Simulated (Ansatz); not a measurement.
Consider the substitution at a C–S bond: `BS[CH2][GeH3]` + HCl → `Cl[CH2][GeH3]` + `BS`.

Gas-phase electronic energies from Ansatz, PBE0-D4/def2-TZVP geometries. CCSD(T)/CBS adds triple-zeta CCSD(T) − MP2 to the extrapolated MP2 energy (def2 sets, frozen cores). This one scheme is used for every species. DFT in def2-TZVPP. B3LYP here is the variant with VWN-RPA as its local correlation; programs differ in this. For Ge outer-core shells are correlated without core-valence functions, which leaves a few kJ/mol of doubt a bond. Scalar relativity is left out up to krypton. Each species was taken in one conformer, which may not be the lowest.

`BS[CH2][GeH3]`:

```xyz
11

B     2.142    0.519    0.294
S     0.694    0.935    1.186
C    -0.665    0.799   -0.003
Ge   -1.284   -1.057   -0.197
H     3.158    0.542    0.917
H     2.097    0.244   -0.867
H    -1.480    1.422    0.370
H    -0.346    1.196   -0.966
H    -0.128   -1.904   -0.747
H    -1.708   -1.588    1.180
H    -2.480   -1.108   -1.165
```

HCl:

Z-matrix (Å, degrees):
```
Cl
H 1 1.279
```

`Cl[CH2][GeH3]`:

Cartesian coordinates in Å:
```
Cl -0.812 1.964 -0.789
C -0.393 0.236 -0.885
Ge 0.401 -0.379 0.805
H -1.307 -0.313 -1.111
H 0.303 0.111 -1.713
H 1.676 0.428 1.079
H -0.613 -0.171 1.937
H 0.744 -1.875 0.676
```

`BS`:

```xyz
5

B     0.056   -0.460    0.348
S    -0.778    0.963   -0.279
H    -0.504   -1.046    1.222
H     1.111   -0.802   -0.083
H     0.115    1.345   -1.208
```

CCSD(T)/CBS gives +27.3 kJ/mol.

(1) Another level gave +26.7 kJ/mol. Which?
A. HF/def2-TZVPP
B. PBE-D4/def2-TZVPP
C. PBE/def2-TZVPP
D. B3LYP/def2-TZVPP

Largest T1 diagnostic among the species: 0.015.

Answers

(1) B. PBE-D4 26.7, HF/def2-TZVPP 11.1, PBE 22.2, B3LYP 16.7 kJ/mol.

In def2-TZVPP, CCSD(T) changes the Hartree–Fock value by +15.9 kJ/mol (the triples alone add +2.3 kJ/mol) and MP2 by +19.6 kJ/mol. The D4 term adds +7.2 kJ/mol with B3LYP and +4.1 kJ/mol with PBE0; it sums over pairs of atoms, weighted by their polarisabilities, and B3LYP, whose exchange is more repulsive, gets the larger term.
